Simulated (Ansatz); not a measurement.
Consider the isomerisation: `CNCS[SiH3]` → `CC(S)N[SiH3]`.

Calculated with Ansatz (gas phase, PBE0-D4/def2-TZVP geometries, no zero-point term in ΔE). CCSD(T)/CBS adds triple-zeta CCSD(T) − MP2 to the extrapolated MP2 energy (def2 sets, frozen cores). DFT in def2-TZVPP. B3LYP here is the variant with VWN-RPA as its local correlation; programs differ in this. Each species was taken in one conformer, which may not be the lowest.

| level | ΔE (kJ/mol) |
| --- | --- |
| B3LYP-D4 | -24.2 |
| ωB97X-V | -25.5 |
| B3LYP | -20.8 |
| HF/def2-TZVPP | -27.8 |
| CCSD(T)/def2-TZVPP | -29.8 |
| MP2/def2-QZVPP | -30.9 |
| SCS-MP2/def2-QZVPP | -30.9 |
| CCSD/CBS(def2) | -29.8 |

Problem. What does CCSD(T)/CBS give? (An estimate is asked.)

Solution. Computed: -28.6 kJ/mol. The listed levels differ from it by 4.4, 3.1, 7.8, 0.8, -1.2, -2.3, -2.3, -1.2 kJ/mol.

Largest T1 diagnostic among the species: 0.011.

From PBE to PBE0 (25 % exact exchange), in def2-TZVPP and without D4, ΔE moves by −4.4 kJ/mol. The D4 term adds −3.5 kJ/mol with B3LYP and −1.9 kJ/mol with PBE0; it sums over pairs of atoms, weighted by their polarisabilities, and B3LYP, whose exchange is more repulsive, gets the larger term.
